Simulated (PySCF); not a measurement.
A calculated (PBE0, PySCF 2.14, aug-cc-pV(T+d)Z with one added diffuse shell each of s, p, d, f type, the non-relativistic Hamiltonian (point nucleus)) atom or ion has these occupied shells.

| shell | electrons | orbital energy (eV) | rms radius, mean of both spins (bohr) |
| --- | --- | --- | --- |
| 1s α | 1 | -2816.4 | 0.106 |
| 1s β | 1 | -2815.9 | 0.106 |
| 2s α | 1 | -305.86 | 0.484 |
| 2s β | 1 | -305.35 | 0.484 |
| 2p α | 3 | -244.32 | 0.452 |
| 2p β | 3 | -243.53 | 0.452 |
| 3s α | 1 | -62.381 | 1.50 |
| 3s β | 1 | -58.413 | 1.50 |
| 3p α | 2 | -48.162 | 1.63 |

Question: Name the element and its charge.

Answer: Cl³⁺ (chlorine, charge +3), in [Ne] 3s2 3p2, high-spin 3P determinant.
